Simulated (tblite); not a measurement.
Compound: C₆H₁₁ClSi.
Atom-mapped SMILES: `[CH3:1][C:2]#[C:3][CH2:4][Si@H:5]([CH3:6])[CH2:7][Cl:8]` (hydrogens: H9, H10, H11 on C1; H12, H13 on C4; H14 on Si5; H15, H16, H17 on C6; H18, H19 on C7)

Computed geometry: GFN2-xTB, gas phase.

Question: Give the optimised bond lengths and angles.

Answer: 
```tsv
bond	length (pm)	order
C1–C2	144.8	single
C2≡C3	119.9	triple
C3–C4	144.6	single
C4–Si5	191.7	single
Si5–C6	189.6	single
Si5–C7	191.7	single
C7–Cl8	178.5	single
C1–H9, C1–H10, C1–H11	109.0	single
C4–H12	109.2	single
C4–H13	109.1	single
Si5–H14	147.0	single
C6–H15, C6–H16, C6–H17	108.6	single
C7–H18	108.8	single
C7–H19	108.7	single
```

Bonds in one row agree within 1 pm and their mean is given. Orders are formal, as drawn. A selection of angles:
```tsv
angle	degrees
C1–C2–C3	179.2
C2–C3–C4	178.6
C3–C4–Si5	111.1
C4–Si5–C6	110.6
C4–Si5–C7	106.7
C6–Si5–C7	108.8
Si5–C7–Cl8	109.6
```

Torsions: C3–C4–Si5–C6 60° (synclinal); C4–Si5–C7–Cl8 -178° (antiperiplanar).

The 3 C–C bonds span 1.199 Å (C2≡C3, drawn triple) to 1.448 Å (C1–C2, drawn single), a spread of 0.249 Å. The C–Si distances run from 1.896 Å (Si5–C6, drawn single) to 1.917 Å (C4–Si5, drawn single), a spread of 0.021 Å. Si5 (SiH silicon) is tetrahedral (angles from 106.7° to 112.4°).

Point group: C1 (no symmetry element, even within 0.4 Å). GFN2-xTB frequencies show an imaginary mode (21i cm⁻¹), so the point is no minimum at that level.
